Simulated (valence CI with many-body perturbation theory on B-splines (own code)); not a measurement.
**E1 line list for Rb VI**

Calculated by valence CI with perturbative core correlation (CI+MBPT): four valence electrons over a frozen Dirac-Fock core [Ar] 3d10, radial functions for each j: 11 s, 11 p, 10 d, 8 f, 5 g, 2 h, with the one-electron correlation potential Σ1, the two-electron term Σ2, the three-electron term Σ3, Breit, model QED; selected CI, second order for the rest, scaled by the run's own slope (own B-spline code, finite nucleus).

Set against measurement, 13 paired levels are off by 121 cm⁻¹ on average, the worst by 245. These come from a selection out of Sansonetti, J. Phys. Chem. Ref. Data 35, 301 (2006). Levels without a partner in it may be off by more. Among the levels kept, up to 1100 cm⁻¹ of a level comes from second order outside the variational space, and about a tenth of that is noise between levels of different J, which matters for small intervals.

Lines 51 to 100 of 581 in falling wavelength, among levels below 62.473 eV, chosen from the strongest by gf and those to the six lowest levels. Wavelengths and rates use the calculated energies, so an error of 100 cm⁻¹ moves a line at 210.3 nm by 0.21 % and its rate by three times that or more. Electric multipoles are in the length gauge, E1 and E2 with the static RPA response of the core. Weak lines are less certain than strong ones. Lines between different terms over intervals too small for the method are left out, as are lines whose strength nearly cancels. Where a level lies close to another of its J and parity, the split of strength between their lines is uncertain. The highest levels of a list are the least certain.

Names give the largest LS component (configuration and term), which can be under half, so a name can repeat, a term be missing and a line seem to break the LS rules; names also repeat where a configuration has a term twice. Letters in brackets count levels of one name in rising energy.

```
λ vac (nm)              Upper             Lower   A (s⁻¹)  S (a.u.)
     210.3   4s²4p6p ¹P_1 [b]     4s²4p5d ¹D°_2  5.33e+08  7.34e+00
     210.3      4s4p²5p ⁵P°_1      4s4p²5s ³P_0  1.39e+08  1.91e+00
     210.2      4s4p²5p ⁵S°_2      4s4p²5s ³P_1  1.64e+08  3.76e+00
     210.0   4s²4p5p ³D_1 [a]     4s²4p5s ³P°_0  1.02e+08  1.39e+00
     209.5   4s²4p6p ¹P_1 [a]     4s²4p5d ³F°_2  5.66e+08  7.71e+00
     208.8      4s²4p5d ³D°_2  4s4p²4d ¹F_3 [a]  6.07e+07  1.36e+00
     208.6       4s²4p6p ³D_1     4s²4p5d ³D°_2  6.66e+08  8.95e+00
     207.6       4s²4p6p ³P_2     4s²4p5d ³D°_3  4.30e+08  9.49e+00
     206.8      4s4p²5p ⁵D°_2      4s4p²5s ⁵P_2  1.75e+08  3.83e+00
     206.3      4s4p²5p ³D°_3      4s4p²5s ³P_2  3.40e+08  1.03e+01
     205.0       4s²4p6p ³D_2     4s²4p5d ³F°_3  7.77e+08  1.65e+01
     204.5        4s²4d² ¹D_2     4s²4p5d ¹F°_3  1.09e+08  2.31e+00
     204.5      4s4p²5p ⁵D°_0      4s4p²5s ⁵P_1  5.08e+08  2.14e+00
     204.0  4s4p²5p ⁵D°_1 [a]      4s4p²5s ⁵P_1  3.05e+08  3.83e+00
     203.3      4s4p²5p ³D°_2      4s4p²5s ³P_1  2.34e+08  4.86e+00
     202.8       4s²4p6p ³P_2     4s²4p5d ¹D°_2  9.86e+07  2.03e+00
     202.7       4s²4p6p ³D_3     4s²4p5d ³F°_4  7.46e+08  2.15e+01
     202.3       4s²4p6p ³D_3     4s²4p5d ³D°_3  2.10e+08  6.02e+00
     202.2      4s4p²5p ³D°_1      4s4p²5s ³P_0  1.77e+08  2.16e+00
     201.4       4s²4p5p ³P_1     4s²4p5s ³P°_2  1.12e+08  1.35e+00
     200.9   4s²4p6p ¹S_0 [b]     4s²4p5d ¹P°_1  5.45e+08  2.18e+00
     200.2       4s²4p6p ³D_1     4s²4p5d ³F°_2  1.87e+08  2.23e+00
     199.5        4s²4d² ³F_2     4s²4p5d ³D°_1  9.26e+07  1.81e+00
     199.0       4s²4p6p ³S_1     4s²4p5d ³P°_1  1.30e+08  1.52e+00
     196.4       4s²4p6p ³S_1     4s²4p5d ³P°_2  1.53e+08  1.71e+00
     195.1       4s²4p6p ³D_2     4s²4p5d ³F°_2  8.45e+07  1.55e+00
     195.0  4s4p²5p ⁵D°_1 [b]      4s4p²5s ⁵P_1  1.59e+08  1.74e+00
     194.2      4s4p²5p ³P°_1      4s4p²5s ³P_2  3.16e+08  3.43e+00
     193.9      4s4p²5p ⁵D°_4      4s4p²5s ⁵P_3  5.93e+08  1.92e+01
     193.7        4s²4d² ³F_3     4s²4p5d ³D°_2  9.09e+07  2.28e+00
     193.3       4s²4p5p ³D_3     4s²4p5s ³P°_2  5.65e+08  1.41e+01
     192.9        4s²4d² ³F_4     4s²4p5d ³F°_3  1.02e+08  3.26e+00
     192.1      4s4p²5p ⁵D°_3      4s4p²5s ⁵P_2  5.12e+08  1.26e+01
     190.9      4s4p²5p ³P°_2      4s4p²5s ³P_2  5.07e+08  8.71e+00
     190.6      4s4p²5p ⁵D°_2      4s4p²5s ⁵P_1  3.87e+08  6.61e+00
     190.5       4s²4p5p ³P_2     4s²4p5s ³P°_2  4.62e+08  7.88e+00
     189.6       4s²4p5p ³D_2     4s²4p5s ³P°_1  5.66e+08  9.53e+00
     187.4      4s4p²5p ⁵P°_3      4s4p²5s ⁵P_3  4.49e+08  1.02e+01
     187.3      4s4p²5p ⁵S°_2      4s4p²5s ⁵P_3  3.10e+08  5.03e+00
     187.1   4s²4p5p ³D_1 [b]     4s²4p5s ³P°_0  4.45e+08  4.32e+00
     186.5       4s²4p5p ³P_0     4s²4p5s ³P°_1  6.07e+08  1.94e+00
     186.0      4s4p²5p ⁵P°_2      4s4p²5s ⁵P_2  3.61e+08  5.74e+00
     182.8      4s4p²5p ⁵P°_1      4s4p²5s ⁵P_2  3.82e+08  3.45e+00
     182.6   4s4p²4d ³P_2 [a]     4s²4p5s ¹P°_1  1.26e+08  1.90e+00
     182.4      4s4p²5p ³P°_0      4s4p²5s ³P_1  6.78e+08  2.03e+00
     181.8      4s4p²5p ³D°_2      4s4p²5s ⁵P_3  3.54e+08  5.25e+00
     178.8       4s²4p5p ³S_1     4s²4p5s ³P°_2  5.78e+08  4.89e+00
     178.5       4s²4p5p ¹D_2     4s²4p5s ¹P°_1  5.57e+08  7.82e+00
     176.7      4s4p²5p ³D°_1      4s4p²5s ⁵P_2  1.69e+08  1.38e+00
     176.4      4s4p²5p ³P°_1      4s4p²5s ³P_1  1.65e+08  1.34e+00
```
